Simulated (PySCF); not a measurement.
Circular dichroism: `C(#N)[C@@H]([SiH3])[C@H]([SiH3])Br`, C$_{3}$H$_{8}$BrNSi$_{2}$

Molfile (atoms numbered from 1):
```
C3H8BrNSi2
     RDKit          3D

 15 14  0  0  0  0  0  0  0  0999 V2000
    0.0177    1.5787   -2.1568 N   0  0  0  0  0  0  0  0  0  0  0  0
   -0.1775    1.1359   -1.1192 C   0  0  0  0  0  0  0  0  0  0  0  0
   -0.4594    0.5576    0.1577 C   0  0  1  0  0  0  0  0  0  0  0  0
   -2.3234    0.0358    0.1775 Si  0  0  0  0  0  4  0  0  0  0  0  0
    0.4834   -0.5924    0.4850 C   0  0  2  0  0  0  0  0  0  0  0  0
    2.3475   -0.2420    0.1904 Si  0  0  0  0  0  4  0  0  0  0  0  0
    0.0472   -2.1756   -0.6066 Br  0  0  0  0  0  0  0  0  0  0  0  0
   -0.2946    1.3353    0.9131 H   0  0  0  0  0  0  0  0  0  0  0  0
   -2.6799   -0.5598   -1.1014 H   0  0  0  0  0  0  0  0  0  0  0  0
   -3.0734    1.2657    0.4283 H   0  0  0  0  0  0  0  0  0  0  0  0
   -2.4534   -0.9031    1.2912 H   0  0  0  0  0  0  0  0  0  0  0  0
    0.2909   -0.9196    1.5083 H   0  0  0  0  0  0  0  0  0  0  0  0
    2.5459   -0.0600   -1.2394 H   0  0  0  0  0  0  0  0  0  0  0  0
    3.0589   -1.4111    0.6988 H   0  0  0  0  0  0  0  0  0  0  0  0
    2.6657    0.9627    0.9590 H   0  0  0  0  0  0  0  0  0  0  0  0
  1  2  3  0
  2  3  1  0
  3  4  1  0
  3  5  1  0
  5  6  1  0
  5  7  1  0
  3  8  1  1
  4  9  1  0
  4 10  1  0
  4 11  1  0
  5 12  1  1
  6 13  1  0
  6 14  1  0
  6 15  1  0
M  END
```

Method: TDDFT CAM-B3LYP/def2-SVPD circular dichroism and optical rotation, one conformer, gas phase in PySCF 2.14.0. Geometry: GFN2-xTB.

The molecule is flexible and this is one conformer; a measurement averages over conformers. The calculation is non-relativistic, which matters for the atoms heavier than Zn.

Assign R or S to each stereocentre.

C3 R, C5 R.

List the lowest 16 singlet excitations with oscillator and rotatory strengths.

Rotatory strengths R in 10⁻⁴⁰ esu² cm², velocity form and length form (origin at the centre of mass); f in length form.
| state | E (eV) | λ (nm) | f | R (velocity) | R (length) | main |
| --- | --- | --- | --- | --- | --- | --- |
| 1 | 5.72 | 217 | 0.007 | +2.0 | +3.4 | HOMO→LUMO 0.84 |
| 2 | 6.01 | 206 | 0.002 | -1.7 | -1.0 | HOMO−1→LUMO 0.86 |
| 3 | 6.98 | 178 | 0.008 | +17.0 | +15.8 | HOMO−2→LUMO 0.54, HOMO→LUMO+1 0.20 |
| 4 | 7.19 | 173 | 0.021 | -37.1 | -38.5 | HOMO→LUMO+1 0.58, HOMO−2→LUMO 0.28 |
| 5 | 7.37 | 168 | 0.016 | +24.9 | +24.8 | HOMO−2→LUMO+5 0.22, HOMO−2→LUMO+1 0.21 |
| 6 | 7.59 | 163 | 0.030 | +59.3 | +59.6 | HOMO−1→LUMO+1 0.61, HOMO→LUMO+2 0.08 |
| 7 | 7.63 | 162 | 0.046 | -66.2 | -65.6 | HOMO→LUMO+2 0.35, HOMO−1→LUMO+1 0.18 |
| 8 | 7.85 | 158 | 0.015 | -17.6 | -16.2 | HOMO→LUMO+4 0.23, HOMO−2→LUMO+1 0.23 |
| 9 | 7.88 | 157 | 0.007 | -3.1 | -3.1 | HOMO→LUMO+2 0.19, HOMO−2→LUMO+2 0.13 |
| 10 | 8.00 | 155 | 0.018 | +1.5 | +1.2 | HOMO−3→LUMO+2 0.23, HOMO→LUMO+2 0.17 |
| 11 | 8.11 | 153 | 0.003 | -13.2 | -13.2 | HOMO→LUMO+5 0.30, HOMO−2→LUMO+1 0.26 |
| 12 | 8.19 | 151 | 0.089 | +82.8 | +80.4 | HOMO→LUMO+3 0.25, HOMO→LUMO+5 0.14 |
| 13 | 8.26 | 150 | 0.013 | +6.3 | +5.7 | HOMO−1→LUMO+2 0.64 |
| 14 | 8.32 | 149 | 0.039 | +29.4 | +28.2 | HOMO−3→LUMO 0.35, HOMO→LUMO+3 0.16 |
| 15 | 8.33 | 149 | 0.064 | -24.1 | -23.7 | HOMO→LUMO+4 0.24, HOMO−3→LUMO 0.22 |
| 16 | 8.40 | 148 | 0.016 | +22.0 | +21.0 | HOMO−1→LUMO+4 0.40, HOMO−1→LUMO+5 0.14 |

Among the states computed, the strongest CD band (largest |R|) is state 12. The largest dissymmetry factor in size, g = 4R/(D+G), with D and G the electric and magnetic dipole strengths, is -0.047 for state 11 (velocity form, f = 0.003), among bands with |R| over 0.5. The mirror image has the same energies and oscillator strengths and all R with the opposite sign.
